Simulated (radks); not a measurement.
Numerical settings for the thallium ion Tl+, [Hg]. Calculated with a radial shooting solver on a logarithmic mesh with Libxc functionals: non-relativistic Kohn-Sham, PBE, spin-polarised, spherical densities, point nucleus; relativity is left out, which matters for an element this heavy. The defaults (mesh step 0.008 in ln r, mesh end at 40 bohr or more with all orbitals vanishing there, Anderson mixing 0.5 over 9 steps, residual threshold near 1e-9 with the energy settled to 1e-9 hartree or 1e-11 of itself, here a cap of 77 iterations) give E = -18965.359 hartree and 6s at -13.851 eV in 15 iterations. Run on one thread of a shared host, so times are rough (Arm Neoverse N1): 0.32 s of CPU time, 0.32 s wall, 15 iterations on 2648 mesh points. Changes against that run (0 stands for a change within the tolerance of the run):

[
 {"setting": "mesh step in ln r 0.05", "iterations": "15", "converged": "yes", "E (mhartree)": "+0.336", "e(6s) (meV)": "+0.0107", "CPU (s)": "0.08"},
 {"setting": "mesh step in ln r 0.08", "iterations": "2", "converged": "no", "E (mhartree)": "diverged", "e(6s) (meV)": "-", "CPU (s)": "0.02"},
 {"setting": "mesh step in ln r 0.003", "iterations": "15", "converged": "yes", "E (mhartree)": "0", "e(6s) (meV)": "0", "CPU (s)": "0.81"},
 {"setting": "mesh end (bohr) 1", "iterations": "14", "converged": "level above zero", "E (mhartree)": "+3.31e+05", "e(6s) (meV)": "+1.36e+06", "CPU (s)": "0.23"},
 {"setting": "mesh end (bohr) 20", "iterations": "15", "converged": "yes", "E (mhartree)": "0", "e(6s) (meV)": "0", "CPU (s)": "0.31"},
 {"setting": "residual threshold 1e-05", "iterations": "10", "converged": "yes", "E (mhartree)": "0", "e(6s) (meV)": "-0.0836", "CPU (s)": "0.25"},
 {"setting": "residual threshold 0.1", "iterations": "9", "converged": "yes", "E (mhartree)": "+0.00129", "e(6s) (meV)": "+3.93", "CPU (s)": "0.23"},
 {"setting": "mixing 0.2", "iterations": "18", "converged": "yes", "E (mhartree)": "0", "e(6s) (meV)": "0", "CPU (s)": "0.37"},
 {"setting": "linear mixing, mixing 0.5", "iterations": "30", "converged": "yes", "E (mhartree)": "0", "e(6s) (meV)": "0", "CPU (s)": "0.5"},
 {"setting": "linear mixing, mixing 1", "iterations": "77", "converged": "no", "E (mhartree)": "+4.31e+05", "e(6s) (meV)": "-8.47e+05", "CPU (s)": "5.2"},
 {"setting": "mixing history 3", "iterations": "17", "converged": "yes", "E (mhartree)": "0", "e(6s) (meV)": "0", "CPU (s)": "0.34"},
 {"setting": "iteration cap 8", "iterations": "8", "converged": "no", "E (mhartree)": "+0.00129", "e(6s) (meV)": "+3.93", "CPU (s)": "0.18"}
]

Settled on a wrong energy, with an occupied level pushed above zero by the early mesh end: mesh end (bohr) 1 (+331 hartree). Apart from these: no run marked as converged misses the energy by more than 1 mhartree. A mesh that ends early acts as a hard wall.
